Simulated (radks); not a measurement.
All-electron atom: As5+ in [Ar] 3d10 (the NIST ground configuration).

Calculated with a radial shooting solver on a logarithmic mesh with Libxc functionals: non-relativistic Kohn-Sham, PBE, spin-polarised, spherical densities, point nucleus.

Energy parts (hartree):
part                       energy
total                 -2229.32488
kinetic                2228.03879
electron-nucleus      -5263.55439
Hartree                 887.14869
exchange-correlation    -80.95798

Orbitals (lengths in bohr, moments of r in powers of bohr):
orbital	occ.	eigenvalue (hartree)	<r^4>
1s	2	-426.5964	0.00002110
2s	2	-55.64572	0.004360
2p	6	-50.02746	0.003055
3s	2	-9.20872	0.2885
3p	6	-7.30798	0.3443
3d	10	-3.96488	0.6284
4s	0	-2.53543	13.07
4p	0	-2.07292	19.74

The highest occupied level is 3d at -107.89 eV. The electron density at the nucleus is 2.469e+04 e/bohr^3. Summed over all electrons, <r^2> = 9.280 bohr^2, which gives a Langevin (diamagnetic) susceptibility term of -7.35 x 10^-6 cm^3/mol. Virial ratio -V/T = 2.00058. The density falls to 0.001 e/bohr^3 at r = 2.17 bohr.
